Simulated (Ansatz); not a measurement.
Stepwise reaction of `C=C[SiH](O)[SiH](O)O` with hydrogen, as a gas-phase model of exchange steps in deposition or etching. ΔE in kJ/mol.

Computed with Ansatz on PBE0-D4/def2-TZVP structures; ΔE is electronic, products minus reactants. CCSD(T)/CBS adds triple-zeta CCSD(T) − MP2 to the extrapolated MP2 energy (def2 sets, frozen cores). This one scheme is used for every species. DFT in def2-TZVPP. B3LYP here is the variant with VWN-RPA as its local correlation; programs differ in this. One conformer a species, not always the lowest.

```
step                                                  reaction  PBE-D4  B3LYP-D4  ωB97M-V  CCSD(T)/CBS
   1  `C=C[SiH](O)[SiH](O)O` + H₂ → `C=C[SiH2][SiH](O)O` + H₂O    62.5      70.3     69.4         66.0
   2      `C=C[SiH2][SiH](O)O` + H₂ → `C=C[SiH2][SiH2]O` + H₂O    84.8      89.9     90.9         86.6
```

**Question.** Give the row of step 3, `C=C[SiH2][SiH2]O` + H₂ → `C=C[SiH2][SiH3]` + H₂O. (Best estimate.)

**Answer.** Ansatz gave: 
| step | reaction | PBE-D4 | B3LYP-D4 | ωB97M-V | CCSD(T)/CBS |
| --- | --- | --- | --- | --- | --- |
| 3 | `C=C[SiH2][SiH2]O` + H₂ → `C=C[SiH2][SiH3]` + H₂O | 50.7 | 58.4 | 57.3 | 55.0 |

**Question.** By hand: ΔE of the 3 steps together at CCSD(T)/CBS.

**Answer.** (66.0) + (86.6) + (55.0) = 207.6 kJ/mol, or 69.2 kJ/mol a step.

In ΔE step 3 is the lowest and step 2 the highest. All are uphill at CCSD(T)/CBS. PBE-D4 differs from CCSD(T)/CBS by -4.3 to -1.8 kJ/mol a step. Isolated molecules leave out the surface, adducts and barriers. Largest T1 diagnostic: 0.013.
